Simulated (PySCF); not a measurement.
Below is a simulated gas-phase C 1s photoelectron spectrum of 2-bromobutane (`CC[C@H](C)Br`).

Every computed line was given a Gaussian of 1.0 eV full width at half maximum and an area set by the number of equivalent atoms; the highest printed point is 100. Computed with PySCF, delta-SCF UKS SCAN, pcX-2 on the ionised atom, pcseg-1 elsewhere, spin-free X2C.

binding energy (eV), intensity and a bar:
```
    289.2          0 
    289.3          0 
    289.4          1 
    289.5          1 
    289.6          2 #
    289.7          4 #
    289.8          7 ##
    289.9         11 ###
    290.0         17 #####
    290.1         25 ########
    290.2         36 ###########
    290.3         48 ##############
    290.4         61 ##################
    290.5         74 ######################
    290.6         86 ##########################
    290.7         95 ############################
    290.8         99 ##############################
    290.9        100 ##############################
    291.0         96 #############################
    291.1         90 ###########################
    291.2         81 ########################
    291.3         72 ######################
    291.4         64 ###################
    291.5         57 #################
    291.6         51 ###############
    291.7         47 ##############
    291.8         43 #############
    291.9         39 ############
    292.0         34 ##########
    292.1         29 #########
    292.2         24 #######
    292.3         18 #####
    292.4         14 ####
    292.5         10 ###
    292.6          6 ##
    292.7          4 #
    292.8          2 #
    292.9          1 
    293.0          1 
    293.1          0 
    293.2          0 
    293.3          0
```

**Question.** Count the maxima, the lines and the sites behind this envelope.

**Answer.** The curve has 1 maximum (at 290.9 eV). Under it lie 4 lines from 4 inequivalent carbon sites. At this width some lines have no maximum of their own.

**Question.** Decompose the envelope and assign each component. Numbering: `[CH3:1][CH2:2][C@H:3]([CH3:4])[Br:5]`.

**Answer.** 
```
position (eV)  relative area  line  atoms       environment
       290.65              1  C 1s     C1     methyl carbon
       290.90              1  C 1s     C2  chain CH2 carbon
       290.94              1  C 1s     C4     methyl carbon
       291.82              1  C 1s     C3   sp3 C–Br carbon
```

The listed C 1s values span 1.17 eV, from C1 (bonded to C and 3 H) to C3 (bonded to Br, 2 C and H). The values 290.90 and 290.94 eV lie too close for their order to be trusted.

No satellites, vibrations or lifetime broadening are included. The structure is a single PBE0-D3(BJ)/def2-SVP conformer in the gas phase; no vibrational or solvent corrections.

The values belong to the conformer `[CH3:1][CH2:2][C@H:3]([CH3:4])[Br:5]`: C1–C2–C3–C4 -174°.
